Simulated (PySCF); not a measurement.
FOS, SMILES O=[S]F, multiplicity 2. Atoms are numbered in the order given.

```xyz
3

O      0.5151    -1.2066     0.0000
S     -0.4566    -0.1200     0.0000
F      0.3538     1.2859     0.0000
```
Charge 0, spin multiplicity 2.

Coordinates come from a B3LYP-D3(BJ)/def2-TZVP optimisation. The isomer is the one that the SMILES or the coordinates give; other isomers of the formula were not compared.

Two levels are set side by side: PBE/pcH-1 (PySCF) and B3LYP/pcH-1 (PySCF). Contact hyperfine couplings, same geometry. Differences are taken from unrounded values.

```json
[
 {"quantity": "A(iso) of 17O, atom O1 (MHz)", "B3LYP": "-30.7"},
 {"quantity": "A(iso) of 33S, atom S2 (MHz)", "B3LYP": "18.5"},
 {"quantity": "A(iso) of 19F, atom F3 (MHz)", "B3LYP": "50.3"}
]
```

Task: What does PBE give, and how far is it from B3LYP? (Estimate from the structure and the level; the computed values follow.)

Result: 
```
quantity                        PBE  PBE minus B3LYP
----------------------------  -----  ---------------
A(iso) of 17O, atom O1 (MHz)  -14.4             16.3
A(iso) of 33S, atom S2 (MHz)    2.3            -16.1
A(iso) of 19F, atom F3 (MHz)   30.1            -20.2
```

Rough cost on one machine, each run with all the roots and properties that it gave: B3LYP against PBE within a factor of 2.
